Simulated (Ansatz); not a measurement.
H2BO2, SMILES `O[B-]O` (lower singlet; H–O–B–O torsion 0°, O–B–O–H torsion 0°) (charge -1, multiplicity 1). This singlet lies 1.04 eV below the relaxed triplet at the level frozen-core CCSD(T)/aug-cc-pVTZ // B3LYP-D3(BJ)/def2-TZVPD (Ansatz, a program for electronic structure).

Z-matrix (Å, degrees):
```
B
O 1 1.3808
H 2 0.9976 1 111.56
O 1 1.3808 2 118.00 3 0.00
H 4 0.9976 1 111.56 2 0.00
```
Charge -1, spin multiplicity 1.

The restricted HF start is unstable towards unrestricted orbitals.

**Question.** Give the natural occupations of the active orbitals, the CASSCF energy and the corrected energy for frozen-core fic-MRCISD+Q@CASSCF(2e,2o)/aug-cc-pVTZ // B3LYP-D3(BJ)/def2-TZVPD in Ansatz.

**Answer.** 
| Item | Value |
|---|---|
| natural occupations | 1.76, 0.24 |
| CASSCF energy | -175.6783 Ha |
| corrected energy | -176.2786 Ha |
| weight of the reference | 0.891 |
